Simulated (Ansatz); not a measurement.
Ansatz (an electronic-structure program) input (revPBE/def2-TZVPD):

Ansatz 0.2 input:
```yaml
crystal:
  periodic: [false, false, false]
  atoms:
    - {symbol: B, position_ang: [-0.01382409, -0.01732877, -0.00217690]}
    - {symbol: F, position_ang: [-0.38360792, 1.25570353, 0.13149235]}
    - {symbol: F, position_ang: [-0.95870390, -0.93381623, -0.12135966]}
    - {symbol: O, position_ang: [1.28086830, -0.39323323, -0.01918118]}
    - {symbol: H, position_ang: [1.90298047, 0.33552400, 0.07313976]}
basis:
  gaussian:
    orbitals: def2-TZVPD
hamiltonian:
  xc: {name: revPBE}
output: {forces: true}
```

Output:

```
Functional definition: revPBE
integrals: 0.06 GiB planned
794 factors; their error is unknown
mean field: 0.55 GiB planned
mean field evaluation 1: about -8172.3271 eV, gradient 6.8e1 eV
mean field evaluation 2: about -8151.9092 eV, gradient 1.3e2 eV
mean field evaluation 4: about -8178.8706 eV, gradient 8.9e0 eV
mean field evaluation 8: about -8178.9734 eV, gradient 1.7e-1 eV
mean field evaluation 16: about -8178.9678 eV, gradient 3.2e-5 eV
mean field -8178.96784844 eV, -300.5715245268 hartree, gradient 3.2e-5 eV, S^2 0.000000; 0 other end points of the search recorded, 0 dependent functions left out
the calculation of the forces begins
reference -8178.96791760 eV, -300.5715270682 hartree; 16, 16 occupied and 150, 150 virtual orbitals, 794 factors
Total energy: -8178.96791760 eV, -300.5715270682 hartree
Atom 0 at    -0.013824    -0.017329    -0.002177 Å, force     0.025694     0.102745     0.011841 eV/Å
Atom 1 at    -0.383608     1.255704     0.131492 Å, force    -0.223317     0.732001     0.076658 eV/Å
Atom 2 at    -0.958704    -0.933816    -0.121360 Å, force    -0.519986    -0.555098    -0.071195 eV/Å
Atom 3 at     1.280868    -0.393233    -0.019181 Å, force     0.479527    -0.607983    -0.058098 eV/Å
Atom 4 at     1.902980     0.335524     0.073140 Å, force     0.238083     0.328335     0.040795 eV/Å
Dipole moment:     0.335569     0.209033     0.029458 e Å
```
